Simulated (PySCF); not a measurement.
C5H7NSSi.
Structure used (GFN2-xTB), in Å, numbered top down from 1:
```
atom  x, y, z in Å
Si1    2.932    0.342   -0.107
S2     1.489   -0.523    1.242
C3    -0.097   -0.282    0.510
C4    -1.209   -0.745    1.210
C5    -2.461   -0.570    0.652
N6    -2.667    0.015   -0.517
C7    -1.610    0.453   -1.176
C8    -0.308    0.335   -0.717
H9     2.862   -0.369   -1.377
H10    4.166    0.095    0.616
H11    2.629    1.761   -0.254
H12   -1.084   -1.229    2.166
H13   -3.347   -0.916    1.166
H14   -1.813    0.926   -2.128
H15    0.512    0.716   -1.307
```

A PySCF run (density fitting, gas phase, GFN2-xTB geometry) gave HOMO -7.11 eV, LUMO -0.81 eV, dipole 3.02 D.

Question: Which of these levels was it?
A. BHandHLYP/6-311G**
B. PBE0/pcSseg-1
C. wB97X-D/def2-SVPD
D. PBE0/def2-SVPD
E. PBE0/pcSseg-0

Answer: E. It is PBE0/pcSseg-0. All candidates on this geometry:

| level and settings | kind | basis functions | SCF cycles | E (Eh) | HOMO (eV) | LUMO (eV) | dipole (D) |
| --- | --- | --- | --- | --- | --- | --- | --- |
| PBE0/def2-SVPD | global hybrid | 227 | 14 | -936.2540 | -6.98 | -0.97 | 2.42 |
| PBE0/pcSseg-1 | global hybrid | 185 | 14 | -936.5696 | -6.98 | -0.88 | 2.57 |
| PBE0/pcSseg-0, grid level 4, start guess huckel | global hybrid | 94 | 15 | -935.2378 | -7.11 | -0.81 | 3.02 |
| BHandHLYP/6-311G**, fitting basis def2-qzvpp-jkfit, start guess sap | global hybrid | 202 | 19 | -937.0976 | -7.77 | 0.31 | 2.55 |
| wB97X-D/def2-SVPD | range-separated hybrid | 227 | 14 | -936.7087 | -8.71 | 0.75 | 2.46 |

The nearest other candidate, by the summed differences of HOMO and LUMO, is PBE0/pcSseg-1: its HOMO differs by +0.13 eV and its LUMO by -0.07 eV. wB97X-D ran without the empirical dispersion term, which would shift the total energy alone. Cycle counts include a coarse-grid stage where the run had one. All basis functions are spherical, in the Pople sets too.
